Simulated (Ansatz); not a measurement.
Steps of a relaxation of CH3FTe, SMILES `FC[TeH]` with RKS PBE0-D4/def2-TZVP.

```sh
$ ansatz run in.yaml --threads 2 --pin off --events-out ev --progress --plain --max-ram 4352MiB
```

```yaml
crystal:
  periodic: [false, false, false]
  atoms:
    - {symbol: F, position_ang: [0.180393, -0.088032, -1.635747]}
    - {symbol: C, position_ang: [-0.000798, -0.523365, -0.352199]}
    - {symbol: Te, position_ang: [-0.940314, 0.966960, 0.959982]}
    - {symbol: H, position_ang: [0.972676, -0.791826, 0.107048]}
    - {symbol: H, position_ang: [-0.686785, -1.397092, -0.331274]}
    - {symbol: H, position_ang: [0.516928, 1.769356, 1.206089]}
basis:
  gaussian: {orbitals: def2-TZVP}
hamiltonian: {xc: pbe0, dispersion: d4}
relax: {f_tol: 0.005, max_steps: 150}
```

Positions (Å) and forces (eV/Å) along the path, 6 of 6 steps:

```xyz
6
step=1 energy=-11093.5719 eV
F     0.180   -0.088   -1.636   -0.045   -0.098    0.285
C    -0.001   -0.523   -0.352   -0.108   -0.242    0.617
Te   -0.940    0.967    0.960    0.634   -0.187   -0.358
H     0.973   -0.792    0.107   -0.519    0.195   -0.362
H    -0.687   -1.397   -0.331    0.392    0.507   -0.138
H     0.517    1.769    1.206   -0.354   -0.175   -0.044
6
step=2 energy=-11093.5995 eV
F     0.168   -0.055   -1.592    0.093   -0.088   -0.264
C    -0.009   -0.525   -0.324    0.116   -0.156    0.178
Te   -0.906    0.951    0.924   -0.414   -0.024    0.185
H     0.961   -0.794    0.109   -0.140    0.002   -0.126
H    -0.676   -1.396   -0.342    0.104    0.181    0.011
H     0.504    1.754    1.179    0.242    0.085    0.014
6
step=3 energy=-11093.6087 eV
F     0.177   -0.081   -1.612    0.013    0.032   -0.069
C    -0.003   -0.512   -0.329   -0.044   -0.182    0.100
Te   -0.924    0.949    0.937   -0.026    0.007    0.000
H     0.963   -0.788    0.099   -0.045    0.046   -0.023
H    -0.676   -1.373   -0.326    0.051    0.033   -0.039
H     0.506    1.741    1.185    0.052    0.063    0.032
6
step=4 energy=-11093.6098 eV
F     0.176   -0.082   -1.613    0.001    0.015   -0.043
C    -0.006   -0.517   -0.330    0.006   -0.061    0.089
Te   -0.921    0.952    0.938    0.001   -0.005   -0.014
H     0.958   -0.787    0.100   -0.010    0.018   -0.021
H    -0.674   -1.382   -0.333    0.004    0.037   -0.012
H     0.508    1.752    1.192   -0.002   -0.004    0.000
6
step=5 energy=-11093.6100 eV
F     0.175   -0.082   -1.614   -0.003   -0.011    0.020
C    -0.006   -0.518   -0.328   -0.001    0.010   -0.013
Te   -0.921    0.953    0.936    0.000    0.002    0.000
H     0.960   -0.786    0.099    0.003   -0.001   -0.003
H    -0.675   -1.380   -0.332    0.001    0.000   -0.004
H     0.508    1.750    1.194   -0.001    0.000    0.001
6
step=6 energy=-11093.6100 eV
F     0.174   -0.084   -1.615    0.000   -0.001    0.000
C    -0.006   -0.518   -0.329    0.001    0.001    0.001
Te   -0.922    0.954    0.934    0.001    0.000    0.000
H     0.961   -0.785    0.098    0.000    0.001    0.000
H    -0.674   -1.380   -0.331   -0.001   -0.001   -0.001
H     0.509    1.749    1.196   -0.001   -0.001    0.000
```

Hardware: 2 threads of an Intel Xeon Platinum 8488C on a shared host. Wall time 10 s, peak host memory 0.25 GiB.
